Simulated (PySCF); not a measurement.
C₅H₁₀SSi.
Cartesian coordinates in Å at the GFN2-xTB level; atoms count from 1:
```xyz
17
C5H10SSi angstrom
C     -2.4429    0.0874   -1.1500
C     -2.2450   -0.9817   -0.0735
C     -0.8884   -0.9634    0.4315
C      0.2450   -0.9349    0.8448
Si     2.0148   -0.8506    1.3458
S      3.0977    0.0608   -0.2827
C      2.1984    1.6373   -0.4001
H     -2.2630    1.0785   -0.7386
H     -3.4597    0.0500   -1.5343
H     -1.7527   -0.0735   -1.9754
H     -2.4499   -1.9726   -0.4898
H     -2.9374   -0.8108    0.7563
H      2.1517    0.0202    2.5129
H      2.6255   -2.1614    1.4836
H      2.6125    2.1761   -1.2460
H      1.1423    1.4408   -0.5607
H      2.3440    2.2097    0.5115
```

The calculation used CAM-B3LYP/def2-SVPD in PySCF (dipole) on a GFN2-xTB geometry, gas phase.

Take the most abundant isotopes and a rigid rotor. The values belong to one conformer with, in the numbering `[CH3:1][CH2:2][C:3]#[C:4][SiH2:5][S:6][CH3:7]`, C4–Si5–S6–C7 58°.

What are A, B and C (MHz)?

Ia = 177.47, Ib = 620.52, Ic = 748.77 u·Å²; 505379 MHz·u·Å²/I gives A = 2848, B = 814.4, C = 674.9 MHz.

Classify the top.

An asymmetric top: κ = (2 × 814.4 − 2848 − 674.9)/(2848 − 674.9) = -0.87.

What does the inertial defect say?

Not planar: Δ = Ic − Ia − Ib = -49.21 u·Å². For a rigid frame Δ = −2 Σ m c², so Σ m c² = 24.61 u·Å² lies off the ab plane: 9.73 from hydrogen and 14.88 from heavier atoms. The atom farthest from that plane is 1.69 Å away.

Give the other two planar moments, Paa and Pbb, and the rms extents of the mass along the axes.

Paa = Σ m a² = (Ib + Ic − Ia)/2 = 595.91 and Pbb = Σ m b² = (Ia + Ic − Ib)/2 = 152.86 u·Å². With the mass M = 130.03 u, the rms extents √(P/M) along a, b and c are 2.14, 1.08, 0.44 Å.

List the rotational levels J(Ka,Kc) to J = 4 (MHz).

Above 0(0,0):
J = 1: 1(0,1) 1489, 1(1,1) 3523, 1(1,0) 3662
J = 2: 2(0,2) 4461, 2(1,2) 6362, 2(1,1) 6780, 2(2,1) 12880, 2(2,0) 12887
J = 3: 3(0,3) 8902, 3(1,3) 10617, 3(1,2) 11453, 3(2,2) 17348, 3(2,1) 17383, 3(3,1) 27868, 3(3,0) 27868
J = 4: 4(0,4) 14791, 4(1,4) 16282, 4(1,3) 17675, 4(2,3) 23301, 4(2,2) 23404, 4(3,2) 33839, 4(3,1) 33840, 4(4,1) 48548, 4(4,0) 48548
The levels of one J sum to (2J + 1)J(J + 1)(A + B + C)/3.

Which types of transition are allowed, and where do some lines up to J = 2 fall?

The dipole components are |μa| = 2.49 D, |μb| = 0.52 D, |μc| = 1.00 D. The squared components, which scale the intensities, stand as 1.00 : 0.04 : 0.16 (a : b : c). Some lines, for components of 0.1 D or more:

```json
{"type": "b", "branch": "R", "J(Ka,Kc)": "2(0,2) ← 1(1,1)", "MHz": "939", "lower level (cm⁻¹)": "0.118"}
{"type": "a", "branch": "R", "J(Ka,Kc)": "1(0,1) ← 0(0,0)", "MHz": "1489", "lower level (cm⁻¹)": "0.000"}
{"type": "c", "branch": "Q", "J(Ka,Kc)": "2(1,2) ← 2(0,2)", "MHz": "1901", "lower level (cm⁻¹)": "0.149"}
{"type": "c", "branch": "Q", "J(Ka,Kc)": "1(1,1) ← 1(0,1)", "MHz": "2033", "lower level (cm⁻¹)": "0.050"}
{"type": "b", "branch": "Q", "J(Ka,Kc)": "1(1,0) ← 1(0,1)", "MHz": "2173", "lower level (cm⁻¹)": "0.050"}
{"type": "a", "branch": "R", "J(Ka,Kc)": "2(1,2) ← 1(1,1)", "MHz": "2839", "lower level (cm⁻¹)": "0.118"}
{"type": "a", "branch": "R", "J(Ka,Kc)": "2(0,2) ← 1(0,1)", "MHz": "2972", "lower level (cm⁻¹)": "0.050"}
{"type": "a", "branch": "R", "J(Ka,Kc)": "2(1,1) ← 1(1,0)", "MHz": "3118", "lower level (cm⁻¹)": "0.122"}
{"type": "b", "branch": "R", "J(Ka,Kc)": "1(1,1) ← 0(0,0)", "MHz": "3523", "lower level (cm⁻¹)": "0.000"}
{"type": "c", "branch": "R", "J(Ka,Kc)": "1(1,0) ← 0(0,0)", "MHz": "3662", "lower level (cm⁻¹)": "0.000"}
{"type": "b", "branch": "R", "J(Ka,Kc)": "2(1,2) ← 1(0,1)", "MHz": "4873", "lower level (cm⁻¹)": "0.050"}
{"type": "c", "branch": "R", "J(Ka,Kc)": "2(1,1) ← 1(0,1)", "MHz": "5291", "lower level (cm⁻¹)": "0.050"}
{"type": "c", "branch": "Q", "J(Ka,Kc)": "2(2,1) ← 2(1,1)", "MHz": "6100", "lower level (cm⁻¹)": "0.226"}
{"type": "b", "branch": "Q", "J(Ka,Kc)": "2(2,0) ← 2(1,1)", "MHz": "6107", "lower level (cm⁻¹)": "0.226"}
{"type": "b", "branch": "Q", "J(Ka,Kc)": "2(2,1) ← 2(1,2)", "MHz": "6518", "lower level (cm⁻¹)": "0.212"}
{"type": "b", "branch": "R", "J(Ka,Kc)": "2(2,1) ← 1(1,0)", "MHz": "9218", "lower level (cm⁻¹)": "0.122"}
{"type": "c", "branch": "R", "J(Ka,Kc)": "2(2,0) ← 1(1,0)", "MHz": "9225", "lower level (cm⁻¹)": "0.122"}
{"type": "b", "branch": "R", "J(Ka,Kc)": "2(2,0) ← 1(1,1)", "MHz": "9365", "lower level (cm⁻¹)": "0.118"}
```

Estimate the classical rotational partition function at 25 K, 50 K and 500 K.

Point group C1, symmetry number σ = 1; q = (√π/σ)·√((kT/h)³/(ABC)), k/h = 20836.6 MHz/K: 16800 at 25 K, 47600 at 50 K, 1510000 at 500 K.

GFN2-xTB frequencies: not computed here. Constants of a rigid frame at the computed geometry: no zero-point averaging, no centrifugal distortion. A rigid rotor knows nothing of internal rotation, which can split or shift real lines.
